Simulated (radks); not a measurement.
Spherical quantum dot in the effective-mass picture: electrons in a parabolic well V = omega^2 r^2 / 2 with omega = 2.78, all in effective atomic units (hartree* = m*/eps^2 hartree, bohr* = eps/m* bohr), one dielectric constant everywhere. Method: non-relativistic Kohn-Sham, LDA (Slater exchange, Perdew-Wang correlation), spin-polarised, spherical densities; computed with a radial shooting solver with Libxc functionals. Levels are named by radial order and angular momentum (1s, 1p, 1d, 2s, ...), and open shells are averaged over m. Results are scaled to m* = 0.081 and eps = 11, for which hartree* = 18.22 meV and bohr* = 7.186 nm. Each electron was tried in the lowest free levels, single moves between levels near the top were tried too, and the lowest total energy was kept; such a search can miss a lower state. At N = 1 the Hartree and exchange-correlation terms need not cancel, so that row can carry a self-interaction error.

N        open shells  2S  E (meV)  mu = E(N) - E(N-1) (meV)  addition energy mu(N+1) - mu(N) (meV)  e(HOMO) (meV)
1   1s(up 1, down 0)   1  77.1540                    77.154                                  22.43         85.697
2               none   0  176.740                    99.586                                  62.11         108.08
3   1p(up 1, down 0)   1  338.440                    161.70                                  14.77         169.00
4   1p(up 2, down 0)   2  514.915                    176.47                                  15.03         183.98
5   1p(up 3, down 0)   3  706.422                    191.51                                  19.19         199.03
6   1p(up 3, down 1)   2  917.119                    210.70                                  13.95         217.61
7   1p(up 3, down 2)   1  1141.77                    224.65                                  14.14         231.71
8               none   0  1380.56                    238.79                                  53.32         245.86
9   1d(up 1, down 0)   1  1672.66                    292.10                                  12.32         298.26
10  1d(up 2, down 0)   2  1977.08                    304.42                                  12.31         310.58
11  1d(up 3, down 0)   3  2293.82                    316.73                                  12.27         322.88
12  1d(up 4, down 0)   4  2622.82                    329.00                                  12.20         335.12
13  1d(up 5, down 0)   5  2964.03                    341.21                                  15.50         347.29
14  1d(up 5, down 1)   4  3320.74                    356.71                                  11.65         362.53
15  1d(up 5, down 2)   3  3689.11                    368.36                                  11.65         374.19
16  1d(up 5, down 3)   2  4069.12                    380.02                                  11.62         385.83
17  1d(up 5, down 4)   1  4460.76                    391.63                                  11.57         397.43
18              none   0  4863.96                    403.20                                  15.28         408.96
19  2s(up 1, down 0)   1  5282.44                    418.48                                  13.01         424.40
20              none   0  5713.93                    431.49                                  40.52         437.36
21  1f(up 1, down 0)   1  6185.94                    472.01                                  10.42         477.22
22  1f(up 2, down 0)   2  6668.37                    482.43                                  10.38         487.62
23  1f(up 3, down 0)   3  7161.17                    492.81                                  10.34         497.99
24  1f(up 4, down 0)   4  7664.32                    503.15                                  10.30         508.30
25  1f(up 5, down 0)   5  8177.77                    513.44                                  10.25         518.58
26  1f(up 6, down 0)   6  8701.46                    523.69                                  10.20         528.80
27  1f(up 7, down 0)   7  9235.36                    533.90                                  12.81         538.98
28  1f(up 7, down 1)   6  9782.06                    546.70                                  9.933         551.68
29  1f(up 7, down 2)   5  10338.7                    556.64                                  9.905         561.59
30  1f(up 7, down 3)   4  10905.2                    566.54                                  9.872         571.48
31  1f(up 7, down 4)   3  11481.7                    576.41                                  9.836         581.34
32  1f(up 7, down 5)   2  12067.9                    586.25                                  9.797         591.16
33  1f(up 7, down 6)   1  12664.0                    596.05                                  9.757         600.93
34              none   0  13269.8                    605.80                                  15.34         610.67
35  2p(up 1, down 0)   1  13890.9                    621.14                                  9.874         626.08
36  2p(up 2, down 0)   2  14521.9                    631.02                                  9.852         635.95
37  2p(up 3, down 0)   3  15162.8                    640.87                                  11.16         645.78
38  2p(up 3, down 1)   2  15814.8                    652.02                                  9.699         656.88
39  2p(up 3, down 2)   1  16476.5                    661.72                                  9.679         666.57
40              none   0  17147.9                    671.40                                      -         676.23

All shells are closed at N = 2, 8, 18, 20, 34, 40 (there: 1s2 1p6 1d10 2s2 1f14 2p6); the second difference of the energy has clear peaks (12 % above both neighbours; the first and last values, which can be the largest, are not judged, and half-filled shells can peak too) at N = 2, 5, 8, 13, 18, 20, 27, 34, 37.
